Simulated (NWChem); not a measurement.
# CH5GaS; SMILES C[S][GaH2]

```xyz
8

Ga     0.1024    -1.1177     0.0002
H     -1.0046    -2.2337     0.0005
H      1.6697    -1.3001    -0.0013
S     -0.6391     0.9601     0.0013
C      0.9059     1.9598     0.0017
H      0.9193     2.5980     0.9059
H      0.9133     2.6070    -0.8961
H      1.8084     1.3192    -0.0045
```
Atoms are numbered in this order, from 1.

Level: PBE-D3(BJ)/def2-SVP (NWChem), optimised geometry, unscaled harmonic frequencies. 

| frequency (cm⁻¹) | IR intensity (km/mol) |
|---|---|
| 78 | 0.3 |
| 177 | 0.6 |
| 263 | 0.3 |
| 393 | 32.2 |
| 463 | 31.9 |
| 552 | 54.3 |
| 679 | 90.3 |
| 703 | 50.5 |
| 929 | 6.1 |
| 937 | 5.8 |
| 1282 | 13.2 |
| 1396 | 5.1 |
| 1406 | 7.7 |
| 1904 | 92.9 |
| 1942 | 176.3 |
| 2983 | 19.9 |
| 3092 | 2.5 |
| 3094 | 1.3 |

```yaml
zero_point_energy: 31.8 kcal/mol
thermal correction to the enthalpy at 298.15 K (with zero-point energy): 36.0 kcal/mol
heat capacity Cv: 18.5 cal/(mol K)
entropy at 298.15 K and 1 atm (symmetry number 1): 77.0 cal/(mol K)
dipole_moment: 1.40 D
```

Rigid rotor and harmonic oscillator; modes under 100 cm⁻¹ make the entropy uncertain.
